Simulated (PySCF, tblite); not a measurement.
Isomers of C3H7FSi. Method: GFN2-xTB as coded in tblite; computed harmonic values from a numerical Hessian at the method's own geometry, unscaled. Against measured fundamentals such values can be off by several per cent, at times by over 20. Modes of hydrogen on silicon can be 10 to 20 % off. One conformer each.

Electronic energies: PBE0/pcSseg-1 single points on the GFN2-xTB geometries (PySCF, gas phase).

```
         SMILES  electronic energy, lowest = 0 (kJ/mol)
    C=C[SiH2]CF                                   183.1
C/C=C(/F)[SiH3]                                   173.2
   F[SiH2]C1CC1                                     0.0
```

Question: How do GFN2-xTB zero-point energies change the relative energies?

Answer: 
```json
{"SMILES": "F[SiH2]C1CC1", "ZPE (kJ/mol)": "235.6", "of it from modes above 1550 cm⁻¹": "119.6", "electronic (kJ/mol)": "0.0", "with ZPE, lowest = 0 (kJ/mol)": "0.0", "lowest mode (cm⁻¹)": "31", "rings": "1"}
{"SMILES": "C/C=C(/F)[SiH3]", "ZPE (kJ/mol)": "222.3", "of it from modes above 1550 cm⁻¹": "123.3", "electronic (kJ/mol)": "173.2", "with ZPE, lowest = 0 (kJ/mol)": "159.9", "lowest mode (cm⁻¹)": "74", "rings": "0"}
{"SMILES": "C=C[SiH2]CF", "ZPE (kJ/mol)": "226.3", "of it from modes above 1550 cm⁻¹": "127.2", "electronic (kJ/mol)": "183.1", "with ZPE, lowest = 0 (kJ/mol)": "173.8", "lowest mode (cm⁻¹)": "37", "rings": "0"}
```

The zero-point energies span 13.3 kJ/mol, from `C/C=C(/F)[SiH3]` to `F[SiH2]C1CC1`. The order is unchanged.

Question: And how do the electronic energies of GFN2-xTB itself compare?

Answer: `F[SiH2]C1CC1` 0.0; `C/C=C(/F)[SiH3]` 179.5; `C=C[SiH2]CF` 246.7 kJ/mol, lowest = 0. Against the energies above, taken from the same isomer `F[SiH2]C1CC1`, the largest difference is 63.6 kJ/mol.

Question: What do entropy and thermal enthalpy add at 298.15 K and 1 bar (rigid rotor, harmonic oscillator, one conformer each)?

Answer: 
| SMILES | point group | symmetry number | S (J/(mol K)) | H − H(0) (kJ/mol) | ZPE + H − H(0) − TS (kJ/mol) |
| --- | --- | --- | --- | --- | --- |
| F[SiH2]C1CC1 | C1 | 1 | 337.4 | 19.40 | 154.4 |
| C/C=C(/F)[SiH3] | Cs | 1 | 349.0 | 21.91 | 140.1 |
| C=C[SiH2]CF | C1 | 1 | 360.8 | 22.10 | 140.8 |
